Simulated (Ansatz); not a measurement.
# Nudged elastic band run: C$_{2}$H$_{4}$ClGaO

Input file:

```yaml
crystal:
  periodic: [false, false, false]
  atoms:
    - { symbol: O, position_ang: [-0.4852, 1.725403, 1.431567] }
    - { symbol: C, position_ang: [-0.303867, 0.555292, 0.828321] }
    - { symbol: Cl, position_ang: [-0.773987, -0.793144, 1.841606] }
    - { symbol: C, position_ang: [0.179364, 0.418957, -0.400294] }
    - { symbol: Ga, position_ang: [0.507383, -1.217639, -1.423761] }
    - { symbol: H, position_ang: [-0.836959, 1.623111, 2.302658] }
    - { symbol: H, position_ang: [0.410584, 1.377282, -0.857354] }
    - { symbol: H, position_ang: [1.090589, -1.042221, -2.87648] }
    - { symbol: H, position_ang: [0.212102, -2.647041, -0.846262] }
basis:
  gaussian: { orbitals: def2-SVP }
hamiltonian:
  xc: hf
neb:
  order_check: false
  images: 7
  f_tol: 0.05
  max_iterations: 60
  final_atoms:
    - { symbol: O, position_ang: [-0.79694557, 1.38511172, 1.7244463] }
    - { symbol: C, position_ang: [-0.51724114, 0.43741023, 0.83334597] }
    - { symbol: Cl, position_ang: [-1.554779, -0.94650351, 1.10666676] }
    - { symbol: C, position_ang: [0.37218182, 0.42426298, -0.14331517] }
    - { symbol: Ga, position_ang: [0.5300412, -1.17609437, -1.30452075] }
    - { symbol: H, position_ang: [-0.23874275, 2.13638126, 1.58264941] }
    - { symbol: H, position_ang: [0.9796646, 1.32017315, -0.25068807] }
    - { symbol: H, position_ang: [-0.3151838, -1.26230641, -2.62851627] }
    - { symbol: H, position_ang: [1.54101365, -2.31843504, -0.92006719] }
  initial_path:
    images:
      - { positions_ang: [[-0.4852, 1.725403, 1.431567], [-0.303867, 0.555292, 0.828321], [-0.773987, -0.793144, 1.841606], [0.179364, 0.418957, -0.400294], [0.507383, -1.217639, -1.423761], [-0.836959, 1.623111, 2.302658], [0.410584, 1.377282, -0.857354], [1.090589, -1.042221, -2.87648], [0.212102, -2.647041, -0.846262]] }
      - { positions_ang: [[-0.56335196, 1.68792713, 1.4263405], [-0.32697129, 0.58084807, 0.75402748], [-0.8976602, -0.82322311, 1.5380598], [0.2763837, 0.48621344, -0.39440679], [0.48638777, -1.20870353, -1.34265636], [-0.76691326, 1.55738192, 2.30694824], [0.58740408, 1.43655869, -0.76203886], [0.714209, -1.14993569, -2.75179495], [0.49052118, -2.56706692, -0.77447805]] }
      - { positions_ang: [[-0.64150393, 1.65045126, 1.42111399], [-0.35007559, 0.60640414, 0.67973396], [-1.0213334, -0.85330221, 1.2345136], [0.3734034, 0.55346988, -0.38851958], [0.46539253, -1.19976806, -1.26155172], [-0.69686752, 1.49165285, 2.31123848], [0.76422415, 1.49583538, -0.66672372], [0.33782899, -1.25765038, -2.62710991], [0.76894035, -2.48709285, -0.7026941]] }
      - { positions_ang: [[-0.71965589, 1.61297539, 1.41588749], [-0.37317988, 0.63196021, 0.60544044], [-1.1450066, -0.88338132, 0.9309674], [0.4704231, 0.62072631, -0.38263237], [0.4443973, -1.1908326, -1.18044708], [-0.62682178, 1.42592377, 2.31552871], [0.94104423, 1.55511208, -0.57140858], [-0.03855101, -1.36536507, -2.50242486], [1.04735953, -2.40711877, -0.63091015]] }
      - { positions_ang: [[-0.79780785, 1.57549951, 1.41066098], [-0.39628418, 0.65751628, 0.53114692], [-1.2686798, -0.91346042, 0.6274212], [0.5674428, 0.68798275, -0.37674516], [0.42340207, -1.18189713, -1.09934244], [-0.55677604, 1.36019469, 2.31981895], [1.11786431, 1.61438877, -0.47609345], [-0.41493102, -1.47307976, -2.37773981], [1.32577871, -2.32714469, -0.5591262]] }
      - { positions_ang: [[-0.79759228, 1.52790257, 1.48910731], [-0.42652342, 0.60248977, 0.60669669], [-1.3402046, -0.92172119, 0.74723259], [0.51862756, 0.62205281, -0.31838766], [0.45006185, -1.18044644, -1.15063702], [-0.47726772, 1.55424134, 2.13552657], [1.08331438, 1.54083486, -0.4197421], [-0.38999421, -1.42038643, -2.44043393], [1.37958744, -2.32496728, -0.64936145]] }
      - { positions_ang: [[-0.79737671, 1.48030562, 1.56755364], [-0.45676266, 0.54746325, 0.68224645], [-1.4117294, -0.92998197, 0.86704398], [0.46981231, 0.55612287, -0.26003016], [0.47672163, -1.17899575, -1.2019316], [-0.39775939, 1.74828798, 1.95123418], [1.04876445, 1.46728096, -0.36339076], [-0.36505741, -1.36769309, -2.50312804], [1.43339618, -2.32278987, -0.7395967]] }
      - { positions_ang: [[-0.79716114, 1.43270867, 1.64599997], [-0.4870019, 0.49243674, 0.75779621], [-1.4832542, -0.93824274, 0.98685537], [0.42099706, 0.49019292, -0.20167267], [0.50338141, -1.17754506, -1.25322617], [-0.31825107, 1.94233462, 1.7669418], [1.01421452, 1.39372705, -0.30703942], [-0.3401206, -1.31499975, -2.56582216], [1.48720491, -2.32061245, -0.82983194]] }
      - { positions_ang: [[-0.79694557, 1.38511172, 1.7244463], [-0.51724114, 0.43741023, 0.83334597], [-1.554779, -0.94650351, 1.10666676], [0.37218182, 0.42426298, -0.14331517], [0.5300412, -1.17609437, -1.30452075], [-0.23874275, 2.13638126, 1.58264941], [0.9796646, 1.32017315, -0.25068807], [-0.3151838, -1.26230641, -2.62851627], [1.54101365, -2.31843504, -0.92006719]] }
```

Command:

```bash
$ ansatz run input.yaml --threads 2 --pin off --max-ram 3072MiB --backend cpu --events-out ev --progress --plain --runs-dir out
```

Output, in part (warnings, iteration lines, the closing report on the highest movable image, with atoms numbered from 0):

```
NEB end point (image 0): max|allowed force component| = 1.175e-2 eV/Å (the criterion of neb.relax_end_points is 1.000e-2)
NEB end point (image 8): max|allowed force component| = 2.465e-3 eV/Å (the criterion of neb.relax_end_points is 1.000e-2)
NEB iter   1: max|band force component| = 4.912e1 eV/Å  barrier→ = 8.3281 eV  barrier← = 8.2202 eV  Δτ_max = 0.1988 Å  (321 SCF iters)
NEB iter   2: max|band force component| = 2.924e0 eV/Å  barrier→ = 0.3680 eV  barrier← = 0.2600 eV  Δτ_max = 0.1986 Å  (233 SCF iters)
NEB iter   3: max|band force component| = 2.050e0 eV/Å  barrier→ = 0.3306 eV  barrier← = 0.2227 eV  Δτ_max = 0.2000 Å  (238 SCF iters)
NEB iter   4: max|band force component| = 1.210e0 eV/Å  barrier→ = 0.2732 eV  barrier← = 0.1652 eV  Δτ_max = 0.1179 Å  (235 SCF iters)
NEB iter   5: max|band force component| = 5.215e-1 eV/Å  barrier→ = 0.2244 eV  barrier← = 0.1165 eV  Δτ_max = 0.0832 Å  (240 SCF iters)
NEB iter   6: max|band force component| = 3.361e-1 eV/Å  barrier→ = 0.2118 eV  barrier← = 0.1038 eV  CI = image 6  Δτ_max = 0.1217 Å  (235 SCF iters)
NEB iter   7: max|band force component| = 4.426e-1 eV/Å  barrier→ = 0.2155 eV  barrier← = 0.1075 eV  CI = image 6  Δτ_max = 0.0605 Å  (239 SCF iters)
NEB iter   8: max|band force component| = 1.771e-1 eV/Å  barrier→ = 0.2108 eV  barrier← = 0.1028 eV  CI = image 6  Δτ_max = 0.1017 Å  (237 SCF iters)
NEB iter   9: max|band force component| = 1.450e-1 eV/Å  barrier→ = 0.2100 eV  barrier← = 0.1021 eV  CI = image 6  Δτ_max = 0.0550 Å  (225 SCF iters)
NEB iter  10: max|band force component| = 8.164e-2 eV/Å  barrier→ = 0.2100 eV  barrier← = 0.1021 eV  CI = image 6  Δτ_max = 0.1187 Å  (238 SCF iters)
NEB iter  11: max|band force component| = 7.930e-1 eV/Å  barrier→ = 0.2098 eV  barrier← = 0.1018 eV  CI = image 6  Δτ_max = 0.0607 Å  (230 SCF iters)
NEB iter  12: max|band force component| = 4.436e-1 eV/Å  barrier→ = 0.2097 eV  barrier← = 0.1018 eV  CI = image 6  Δτ_max = 0.0609 Å  (211 SCF iters)
NEB iter  13: max|band force component| = 9.603e-2 eV/Å  barrier→ = 0.2097 eV  barrier← = 0.1018 eV  CI = image 6  Δτ_max = 0.0588 Å  (207 SCF iters)
NEB iter  14: max|band force component| = 4.542e-2 eV/Å  barrier→ = 0.2097 eV  barrier← = 0.1018 eV  CI = image 6  Δτ_max = 0.0000 Å  (468 SCF iters)
Total energy: -68983.94606450 eV, -2535.1132588723 hartree
Atom 0 at    -0.859287     1.583828     1.489008 Å, force    -0.003211    -0.000010    -0.000136 eV/Å
Atom 1 at    -0.543496     0.558874     0.690355 Å, force    -0.000651    -0.002559    -0.000953 eV/Å
Atom 2 at    -1.570043    -0.856316     0.991977 Å, force     0.000785     0.000727     0.000228 eV/Å
Atom 3 at     0.370078     0.492779    -0.256439 Å, force     0.000164     0.002360     0.001231 eV/Å
Atom 4 at     0.548484    -1.207240    -1.272020 Å, force    -0.000457    -0.000376    -0.000550 eV/Å
Atom 5 at    -0.178385     1.729198     2.130429 Å, force     0.002895     0.000380     0.001723 eV/Å
Atom 6 at     0.946104     1.400273    -0.412669 Å, force     0.000233    -0.000342    -0.001699 eV/Å
Atom 7 at    -0.237737    -1.382453    -2.620802 Å, force     0.000874     0.000089    -0.000897 eV/Å
Atom 8 at     1.524292    -2.318944    -0.739838 Å, force    -0.000632    -0.000269     0.001052 eV/Å
Dipole moment:     0.447242     0.234263     0.140287 e Å
```

It converged. A vibrational analysis at the climbing image gives one clearly imaginary mode, 325i cm⁻¹: a first-order saddle point.

Final band (atoms are numbered from 1 in the order of the input):

| image | path coordinate (Å) | energy (kcal/mol) | dihedral H6–O1–C2–Cl3 (°) |
| --- | --- | --- | --- |
| 0 | 0.00 | 0.0 | 0 |
| 1 | 0.52 | 0.3 | -2 |
| 2 | 1.05 | 1.1 | -3 |
| 3 | 1.57 | 2.1 | 9 |
| 4 | 2.10 | 2.7 | 28 |
| 5 | 2.62 | 3.5 | 64 |
| 6 | 3.15 | 4.8 | 110 |
| 7 | 3.60 | 3.5 | 151 |
| 8 | 4.05 | 2.5 | 180 |

Time of the run: 2.5 min on 2 threads of Intel(R) Xeon(R) Platinum 8488C (Sapphire Rapids) (shared host), peak memory 0.28 GiB.
